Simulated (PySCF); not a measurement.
# Static response to an electric field

Species: C4H5N3O.
Geometry (GFN2-xTB, Å), atoms numbered from 1 in this order:
```
atom  x, y, z in Å
C1    -2.299    0.159    0.360
N2    -0.934   -0.046   -0.016
N3    -0.597   -0.819   -1.026
C4     0.722   -0.781   -1.056
C5     1.156    0.057   -0.008
C6     2.499    0.438    0.395
O7     3.512    0.067   -0.140
N8     0.059    0.496    0.622
H9    -2.627   -0.631    1.040
H10   -2.382    1.121    0.861
H11   -2.917    0.135   -0.535
H12    1.297   -1.316   -1.781
H13    2.508    1.120    1.266
```

Level: B3LYP/def2-SVPD (PySCF), static field, nuclei fixed, core orbitals frozen in the response. The polarisability tensor in these axes (au):

```
x   103.81   1.65  -2.56
y     1.65  53.61  11.66
z    -2.56  11.66  59.81
```

Give the principal values, the mean and the anisotropy Δα = √{½[(α1 − α2)² + (α2 − α3)² + (α1 − α3)²]}.

Principal values 44.51, 68.75 and 103.98 au; mean 72.41 au = 10.73 Å³ = 11.94 × 10⁻⁴⁰ C²·m²/J; Δα = 51.80 au (72 % of the mean).

What is the dipole moment, and where does it point?

(-3.94, 0.45, 0.82) D, 4.05 D in size, pointing from the negative to the positive side. Measured along this direction, the outermost atoms are O7 at the negative end and H11 and H9 at the positive end.

Give the principal axes and the span of the nuclei along them.

Largest value along (1.00, 0.02, -0.05), where the nuclei span 6.40 Å; middle along (0.03, 0.61, 0.79), 3.93 Å; least along (-0.05, 0.79, -0.61), 1.58 Å. The response follows the extents in order.

Traceless (Buckingham) quadrupole moment about the centre of nuclear charge: eigenvalues?

-4.73, 2.19, 2.54 D·Å. The values depend on the origin, since the dipole doesn't vanish. The electronic extent ⟨r²⟩ about the same centre is 984 bohr², a root-mean-square distance of 2.18 Å for the 58 electrons.

Refractivity n − 1 of an ideal gas of it at 298.15 K and 1 atm, from the electronic α?

N = p/kT = 2.4615 × 10¹⁹ cm⁻³, so n − 1 = 2π × N × 10.73 × 10⁻²⁴ cm³ = 1660 × 10⁻⁶ at long wavelengths.

One conformer (not necessarily the lowest) at the GFN2-xTB geometry, without solvent, vibrations or thermal averaging. GFN2-xTB frequencies show an imaginary mode (25i cm⁻¹), so this geometry is no minimum at that level.
